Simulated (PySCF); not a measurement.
HIOSi, neutral, multiplicity 1. Atoms are numbered in the order given.

```xyz
4

Si     0.6884    -1.5799     0.0000
I     -0.0469     0.8276     0.0000
O     -0.7944    -2.3086     0.0000
H     -0.7978    -3.2734     0.0000
```

The structure is a stationary point at B3LYP-D3(BJ)/def2-TZVP. The def2 effective core potentials stand for the cores of I; spin–orbit coupling is left out. Other conformers were not sampled.

The numbers are results of PySCF with PBE0/def2-TZVPD, not measurements.

Isolated molecule, no solvent.

Computed frontier levels, gap, dipole moment and polarisability:
```yaml
highest_occupied_level: -7.07 eV
lowest_empty_level: -2.38 eV
orbital_gap: 4.69 eV
dipole_moment: 0.586 e·Å
quadrupole, principal values (traceless, Buckingham form, about the centre of nuclear charge): -8.13, -3.21, 11.34 D·Å
mean_static_polarisability: 74.7 bohr³ (11.06 Å³)
polarisability_principal_values: 57.5, 62.2, 104.3 bohr³
```
